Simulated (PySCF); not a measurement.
Compound: C₂H₆ClNSi₂.
Structure used (PBE0-D3(BJ)/def2-SVP), in Å, numbered top down from 1:
```
atom  x, y, z in Å
N1    -0.067    2.392   -1.067
C2     0.200    1.297   -0.796
C3     0.614   -0.047   -0.452
Si4    2.378   -0.063    0.298
Si5    3.838    1.190   -1.041
Cl6    5.754    0.752   -0.363
H7     0.608   -0.675   -1.359
H8    -0.097   -0.492    0.262
H9     2.328    0.516    1.673
H10    2.829   -1.484    0.371
H11    3.601    2.654   -0.911
H12    3.737    0.788   -2.474
```

Computed with PBE0-D3(BJ)/def2-SVP geometry optimisation, gas phase in PySCF.

Masses are those of the commonest isotopes; rigid-rotor values at the optimised geometry. The values belong to one conformer with, in the numbering `[N:1]#[C:2][CH2:3][SiH2:4][SiH2:5][Cl:6]`, C2–C3–Si4–Si5 -49°, C3–Si4–Si5–Cl6 -168°.

Q: Give the principal moments of inertia and the rotational constants in MHz.

A: Ia = 125.46, Ib = 624.59, Ic = 718.25 u·Å²; 505379 MHz·u·Å²/I gives A = 4028, B = 809.1, C = 703.6 MHz.

Q: What kind of rotor is it?

A: A near-prolate asymmetric top; Ray's κ = -0.937.

Q: What does the inertial defect say?

A: Not planar: Δ = Ic − Ia − Ib = -31.80 u·Å². For a rigid frame Δ = −2 Σ m c², so Σ m c² = 15.90 u·Å² lies off the ab plane: 8.70 from hydrogen and 7.20 from heavier atoms. The atom farthest from that plane is 1.68 Å away.

Q: Predict some low-J microwave lines.

A: The dipole components are |μa| = 0.11 D, |μb| = 2.92 D, |μc| = 1.30 D. Intensities carry the squares of the components, which stand as 0.00 : 1.00 : 0.20 (a : b : c). Some of the stronger lines:

```tsv
type	branch	J(Ka,Kc)	MHz	lower level (cm⁻¹)
b	Q	2(1,1) ← 2(0,2)	3433	0.151
b	Q	4(1,3) ← 4(0,4)	3831	0.503
b	Q	5(1,4) ← 5(0,5)	4133	0.754
b	R	5(0,5) ← 4(1,4)	4737	0.596
c	R	2(1,1) ← 1(0,1)	6456	0.050
c	R	3(1,2) ← 2(0,2)	8127	0.151
b	R	4(1,4) ← 3(0,3)	8801	0.302
b	Q	4(2,2) ← 4(1,3)	9331	0.631
b	Q	2(2,1) ← 2(1,2)	9973	0.255
c	R	2(2,0) ← 1(1,0)	12790	0.161
c	R	3(2,1) ← 2(1,1)	14208	0.266
b	R	3(2,1) ← 2(1,2)	14524	0.255
b	R	4(2,3) ← 3(1,2)	15549	0.422
b	Q	5(3,2) ← 5(2,3)	16293	1.196
b	Q	4(3,1) ← 4(2,2)	16329	0.942
b	Q	3(3,0) ← 3(2,1)	16347	0.740
c	R	5(3,3) ← 4(2,3)	23939	0.941
b	R	4(4,1) ← 3(3,0)	28953	1.285
b	Q	5(5,1) ← 5(4,2)	29440	2.503
c	R	5(4,2) ← 4(3,2)	30467	1.487
b	R	5(4,1) ← 4(3,2)	30467	1.487
c	R	5(5,0) ← 4(4,0)	37010	2.251
```

Q: Estimate the classical rotational partition function at 10 K, 200 K and 500 K.

A: Point group C1, symmetry number σ = 1; q = (√π/σ)·√((kT/h)³/(ABC)), k/h = 20836.6 MHz/K: 3520 at 10 K, 315000 at 200 K, 1240000 at 500 K.

Not checked by PBE0-D3(BJ)/def2-SVP frequencies. Zero-point vibration and centrifugal distortion are left out. Quadrupole hyperfine structure (14N, 35Cl) is left out.

On Arm Neoverse V1, one thread, shared host with 32 logical CPUs at a one-minute load of 37, this took 3.0 min of wall time and 0.52 GiB of memory at its peak. This is the geometry optimisation.
